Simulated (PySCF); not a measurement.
# Which determinant of CsAs lies lowest?

Unrestricted PBE0; basis Cs def2-SVP with ECP46, As def2-SVP; scalar-relativistic core potentials; PySCF 2.14. Outer shells of the fragments: Cs 6s1; As 3d10 4s2 4p3.

Followed along the bond (rough minima from three points):

```json
{"2Ms+1": "3", "unpaired": "π ↑↑", "⟨S²⟩ at the start": "2.03", "R at minimum (Å)": "3.45", "Te (eV)": "0.00"}
{"2Ms+1": "3", "unpaired": "σ ↑, π ↑", "⟨S²⟩ at the start": "2.01", "R at minimum (Å)": "3.22", "Te (eV)": "0.26"}
{"2Ms+1": "1", "unpaired": "π ↑↓", "⟨S²⟩ at the start": "1.01", "R at minimum (Å)": "3.44", "Te (eV)": "0.34"}
{"2Ms+1": "1", "unpaired": "σ ↓, π ↑", "⟨S²⟩ at the start": "1.01", "R at minimum (Å)": "3.23", "Te (eV)": "0.58"}
{"2Ms+1": "1", "unpaired": "none", "⟨S²⟩ at the start": "0.00", "R at minimum (Å)": "3.42", "Te (eV)": "1.34"}
```

Solutions found at the starting distance of 3.380 Å, counted from the lowest of them; the search is not exhaustive and high or unbound solutions are not listed, so other states can lie among these:

| 2Ms+1 | unpaired | term | E (eV) | ⟨S²⟩ | ⟨Lz²⟩ | μ (D) |
| --- | --- | --- | --- | --- | --- | --- |
| 3 | π ↑↑ | ³Σ⁻ | 0.00 | 2.03 | 0.00 | -9.09 |
| 3 | σ ↑, π ↑ | ³Π | 0.29 | 2.01 | 1.01 | -11.05 |
| 1 | π ↑↓ | mixed | 0.34 | 1.01 | 2.01 | -9.42 |
| 1 | σ ↓, π ↑ | mixed | 0.61 | 1.01 | 1.01 | -10.93 |
| 1 | none | mixed | 1.34 | 0.00 | 2.00 | -9.41 |
| 5 | σ ↑↑, π ↑↑ | ⁵Σ⁻ | 1.45 | 6.00 | 0.00 | 1.92 |

A term symbol is given only where ⟨S²⟩ and ⟨Lz²⟩ are close to those of a pure state; real π, δ and φ orbitals otherwise mix terms. A positive dipole means Cs(−)As(+).

Spin–orbit coupling is left out. Counting both spins, an empty level lies below a filled one in some of these solutions, because spin and occupation are held.
